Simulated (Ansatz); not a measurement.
The lowest singlet and triplet of CH2S (SMILES C=S); geometries from B3LYP-D3(BJ)/def2-TZVP, each state relaxed from the structure named, with no frequency check.
Singlet (charge 0, multiplicity 1):
```xyz
4

C     -0.9886     0.1318     0.2229
S      0.5645    -0.0753    -0.1273
H     -1.5608     0.9787    -0.1523
H     -1.5402    -0.5652     0.8517
```
Triplet (charge 0, multiplicity 3):
```tsv
atom	x (Å)	y (Å)	z (Å)
C	-1.0231	0.1733	0.2882
S	0.5784	-0.0925	-0.1546
H	-1.5685	1.0056	-0.1374
H	-1.5475	-0.5646	0.8815
```

A positive gap puts the triplet lower; no zero-point energy. R- takes a restricted singlet. U- takes an unrestricted singlet (broken symmetry where lower, unprojected). The triplet is unrestricted in single-reference levels.

Correlated levels freeze the cores.

Run with Ansatz (a program for electronic structure). Values without a source in brackets are computed.

**Question.** One of these levels gives -37.19 kcal/mol for the gap E(singlet) − E(triplet), adiabatic. Name it.
A. R-B2PLYP/def2-TZVPP
B. U-SCS-MP2/cc-pV(Q+d)Z (spin-contaminated)
C. R-MP2/cc-pV(D+d)Z

**Answer.** B, U-SCS-MP2/cc-pV(Q+d)Z (spin-contaminated). The others give -40.29 (R-B2PLYP/def2-TZVPP), -44.72 (R-MP2/cc-pV(D+d)Z)

Doubts at one or more of the structures used: a restricted determinant that unrestricted orbitals would lower (R-MP2/cc-pV(D+d)Z).
